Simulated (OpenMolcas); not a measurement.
## Co4+: effect of the metal basis

Co4+ with its 6 nearest fluoride ions at 1.827 Å, on the Ge site of Cs2GeF6 (a = 9.021 Å, distance in the model lattice 1.804 Å). The rest of the host is ab initio model potentials to 7.6 Å and point charges beyond; the distance is set by hand and nothing relaxes.

| Item | Value |
| --- | --- |
| Program | OpenMolcas |
| Method | CASSCF |
| Spin-orbit coupling | RASSI with atomic mean-field integrals over the reference wave functions |

Fixed: ligand basis ANO-RCC-VDZP, active space 5 electrons in 5 orbitals (3d), DKH2 Hamiltonian.

States (labels of O, the rotations of Oh). Energies in cm-1 above the lowest state or level, χT in cm3 K/mol.

| Run | Metal basis | Ground state | First gap with spin-orbit (degeneracies) | χT at 300 K | First state of another spin | Cost |
| --- | --- | --- | --- | --- | --- | --- |
| A | ANO-RCC-VDZP | 6A1 | 15238 (6, 2) | 4.380 | 2S+1 = 4: 15545 | roughly 40 core-seconds |
| B | ANO-RCC-VTZP | 6A1 | 16922 (6, 2) | 4.381 | 2S+1 = 4: 17180 | roughly 50 core-seconds |

Costs are those of the RASSCF and RASSI steps.

Without dynamic correlation the repulsion within the d shell is too large (B by tens of per cent), so at a given field states of lower spin stand too high. CASSCF with metal d orbitals alone favours high spin, so a ground state of lower spin is not ruled out. Ligand-to-metal charge-transfer states are missing. With no ligand orbital active B as a rule stays too high, so bands that hang on it stand too high and its fall with covalency is understated. With metal d orbitals alone and no dynamic correlation 10Dq can be off by a tenth to a fifth, either way, in oxide and fluoride hosts. The least metal-like active orbital is 71 % on the metal (Löwdin) and no ligand orbital is active, so the numbers are rough (holds for A). The least metal-like active orbital is 76 % on the metal (Löwdin) and no ligand orbital is active, so the numbers are rough (holds for B). No measured value stands beside these numbers; the geometry was set by hand and not optimised.

A state without a sure symmetry label is named by its multiplicity alone.
